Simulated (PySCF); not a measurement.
## Adding and removing an electron: Sn₂

UHF; PySCF, scalar-relativistic core potentials, basis sets Sn def2-SVP with ECP28. Neutral (UHF): triplet (π ↑↑), Re = 2.728 Å, ωe = 216 cm⁻¹, De = 0.80 eV, HOMO -6.79 eV, LUMO -0.19 eV.

Sn₂⁺ (UHF): quartet (σ ↑, π ↑↑), Re = 2.777 Å, ωe = 187 cm⁻¹, De = 1.50 eV to Sn⁺ + Sn. The energies at the minima are -426.70184 hartree for Sn2 and -426.47562 for Sn₂⁺.

Q: Work out the adiabatic ionisation energy, without and with harmonic zero-point energies (1 hartree = 27.2114 eV, 1 eV = 8065.5 cm⁻¹), and the change of the bond length.

A: At UHF: 0.22622 hartree = 6.156 eV between the minima; the zero-point term (187.0 − 216.0)/2 cm⁻¹ = -0.002 eV makes it 6.154 eV. Re changes by +4.9 pm against the neutral. The electron leaves a σ orbital, and the longer bond of the ion fits a bonding orbital, or a change in how ionic the bond is.

These are scalar-relativistic numbers at best; spin–orbit coupling would shift them, the dissociation energy most. Hartree–Fock leaves out correlation, which carries a large part of most bond energies and some tenths to 1 eV of ionisation energies. States were picked by a PBE0 search and need not be the measured ground states.
